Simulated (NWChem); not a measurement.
SiNH2F, singlet; SMILES [Si](F)N

```xyz
5

Si    -0.6434     0.0506     0.0000
F      0.4310     1.2984     0.0000
N      0.4907    -1.2340     0.0000
H      1.5010    -1.1134     0.0000
H      0.2134    -2.2102     0.0000
```
Atoms are numbered in this order, from 1.

Low-valent species are run as closed-shell singlets; no triplet was tried in these runs. The geometry was optimised at PBE0/def2-SVP.

 Unshifted, non-relativistic core excitations; the lowest 4 roots alone, so stronger bands may lie above.

Question: List the first F K-edge excitations from PBE0/cc-pVTZ, restricted-window TDA (NWChem).

Answer: 
| state | energy (eV) | dipole oscillator strength | leading excitation (squared amplitude) |
|---|---|---|---|
| S1 | 670.2 | 0.0082 | 1s of atom 2 or its equivalents → LUMO (0.99) |
| S2 | 672.0 | 0.0078 | 1s of atom 2 or its equivalents → LUMO+1 (0.88) |
| S3 | 673.1 | 0.0037 | 1s of atom 2 or its equivalents → LUMO+2 (0.84) |
| S4 | 674.8 | 0.0016 | 1s of atom 2 or its equivalents → LUMO+3 (0.64) |
